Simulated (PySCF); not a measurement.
CdSe, SMILES [Se]=[Cd]. Atoms are numbered in the order given.

```xyz
2

Cd     0.0000     0.0000    -0.9788
Se     0.0000     0.0000     1.3819
```

Coordinates come from a PBE0-D3(BJ)/def2-TZVP optimisation. The def2 effective core potentials stand for the cores of Cd; spin–orbit coupling is left out.

Method: TDA-CAM-B3LYP/def2-TZVPD (PySCF 2.14.0).

Vertical excitations; the highest root listed may be one member of a degenerate set.  State labels are in the subgroup C2v.

Q: List the lowest excited states. (An estimate is asked for; the answer gives what the named calculation found.)

A: 
```
state  symmetry  energy (eV)  λ (nm)      f                                                                main pairs
-----  --------  -----------  ------  -----  ------------------------------------------------------------------------
S1           B2         0.70    1781  0.002                                                HOMO→LUMO (degenerate set)
S2           B1         0.70    1781  0.002                                              HOMO−1→LUMO (degenerate set)
S3           A1         3.75     330  0.100                    HOMO−2→LUMO 60 %, HOMO→LUMO+2 19 %, HOMO−1→LUMO+1 19 %
S4           A2         4.22     294  0.000                                      HOMO→LUMO+1 49 %, HOMO−1→LUMO+2 49 %
S5           A2         4.31     288  0.000                               HOMO−1→LUMO+2, HOMO→LUMO+1 (degenerate set)
S6           A1         4.31     288  0.000                               HOMO−1→LUMO+1, HOMO→LUMO+2 (degenerate set)
S7           B2         5.97     208  0.042                                              HOMO→LUMO+3 (degenerate set)
S8           B1         5.97     208  0.042                                            HOMO−1→LUMO+3 (degenerate set)
S9           A1         6.36     195  1.365  HOMO−2→LUMO 23 %, HOMO→LUMO+2 20 %, HOMO−1→LUMO+1 20 %, HOMO→LUMO+4 12 %
S10          A2         6.75     184  0.000                                      HOMO→LUMO+5 49 %, HOMO−1→LUMO+4 49 %
T1           B2         0.16    7604      0                                                HOMO→LUMO (degenerate set)
T2           B1         0.16    7604      0                                              HOMO−1→LUMO (degenerate set)
T3           A1         2.05     605      0                                                          HOMO−2→LUMO 98 %
T4           A1         3.94     315      0                                      HOMO→LUMO+2 48 %, HOMO−1→LUMO+1 48 %
```
Triplets are in the Tamm–Dancoff approximation.
